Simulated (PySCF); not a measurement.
Si(H)(F)2(OMe) (CH4F2OSi), SMILES CO[SiH](F)F. Heavy atoms are numbered as in [SiH:1]([F:2])([F:3])[O:4][CH3:5]. Hydrogens are named by the atom that carries them.

Geometry: r2SCAN-D4/def2-SVP. The values are those of a single conformer.

The numbers are results of PySCF with PBE/pcSseg-1, not measurements.

GIAO shieldings, no solvent; atoms alike by connectivity are averaged. δ = σ(ref) − σ: ²⁹Si against TMS (σ = 335.4 ppm); ¹⁹F against CFCl3 (σ = 133.6 ppm); ¹⁷O against H2O (σ = 334.3 ppm); ¹³C against TMS (σ = 182.0 ppm); ¹H against TMS (σ = 31.49 ppm), references at their B3LYP-D3(BJ)/def2-TZVP geometries, non-relativistic.

Computed chemical shifts:
```json
[
 {"nucleus": "²⁹Si", "atoms": "Si1 (SiH)", "count": "1", "δ (ppm)": "-60.0"},
 {"nucleus": "¹⁹F", "atoms": "F2", "count": "2", "δ (ppm)": "-169.6"},
 {"nucleus": "¹⁷O", "atoms": "O4", "count": "1", "δ (ppm)": "55.4"},
 {"nucleus": "¹³C", "atoms": "C5 (CH3)", "count": "1", "δ (ppm)": "56.0"},
 {"nucleus": "¹H", "atoms": "H on Si1", "count": "1", "δ (ppm)": "4.71"},
 {"nucleus": "¹H", "atoms": "H on C5", "count": "3", "δ (ppm)": "4.27"}
]
```
